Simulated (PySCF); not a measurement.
**Static response to an electric field**

Species: C₂H₇NSi₂.
Geometry (GFN2-xTB, Å), atoms numbered from 1 in this order:
```
atom  x, y, z in Å
C1     3.277   -0.440    0.793
C2     2.139   -0.634    0.459
Si3    0.392   -0.940   -0.077
N4    -0.460    0.520    0.314
Si5   -2.148    0.857    0.146
H6     4.272   -0.269    1.089
H7    -0.196   -2.049    0.680
H8     0.383   -1.213   -1.521
H9     0.126    1.321    0.481
H10   -2.543    0.898   -1.268
H11   -2.882   -0.212    0.823
H12   -2.359    2.160    0.775
```

Level: CAM-B3LYP/def2-SVPD (PySCF), static field, nuclei fixed, core orbitals frozen in the response. The polarisability tensor in these axes (au):

```
x   102.29  -3.99   6.47
y    -3.99  71.87   1.62
z     6.47   1.62  68.21
```

Problem. Diagonalise the tensor; give its mean and Δα, where Δα² is half the sum of the squared differences of the eigenvalues.

Solution. Principal values 66.05, 72.43 and 103.89 au; mean 80.79 au = 11.97 Å³ = 13.32 × 10⁻⁴⁰ C²·m²/J; Δα = 35.09 au (43 % of the mean).

Problem. What is the dipole moment, and where does it point?

Solution. (0.58, 0.64, 0.12) D, 0.87 D in size, pointing from the negative to the positive side. Measured along this direction, the outermost atoms are H11 at the negative end and H6 at the positive end.

Problem. In a dilute gas of rigid molecules at 250 K, how does the orientational term μ²/3kT compare with the electronic polarisability?

Solution. In Gaussian units μ²/3kT = 7.30 Å³ against 11.97 Å³, a ratio of 0.61; the Debye molar polarisation (4π/3)N_A(α + μ²/3kT) is 48.6 cm³/mol, leaving out the vibrational part.

Problem. Give the principal axes and the span of the nuclei along them.

Solution. Largest value along (0.98, -0.11, 0.17), where the nuclei span 7.21 Å; middle along (0.03, 0.91, 0.40), 3.92 Å; least along (-0.20, -0.39, 0.90), 2.42 Å. The response follows the extents in order.

Problem. What depolarisation ratio follows for Rayleigh scattering of linearly polarised light, taking the static tensor?

Solution. ρ = 3Δα²/(45ᾱ² + 4Δα²) = 3693.1/(293710 + 4924.1) = 0.0124.

Problem. Find the Langevin capture rate constant for H3+ (3.023 u) meeting this molecule (101.012 u), k = 2.342 × 10⁻⁹ cm³/s × √(α in Å³ / reduced mass in u).

Solution. The reduced mass is 2.94 u, so k = 4.73 × 10⁻⁹ cm³/s. The formula leaves out the permanent dipole, which adds to the capture rate.

Problem. Sum over states: ᾱ = Σ f/ω², ω in Eh. What share falls to these 8 lowest TDDFT singlets (eV, f)? 6.05, 0.0016; 6.13, 0.0010; 6.42, 0.0022; 6.48, 0.0005; 6.90, 0.0041; 7.30, 0.0307; 7.34, 0.0033; 7.66, 0.0169.

Solution. They add up to 0.85 au, 1.1 % of the 80.79 au; the largest single term is 0.43 au, from the state at 7.30 eV. Terms in order: 0.03, 0.02, 0.04, 0.01, 0.06, 0.43, 0.05, 0.21 au. Higher excitations give the rest. The strengths listed sum to 0.060.

Isolated species at its GFN2-xTB geometry (one conformer only).
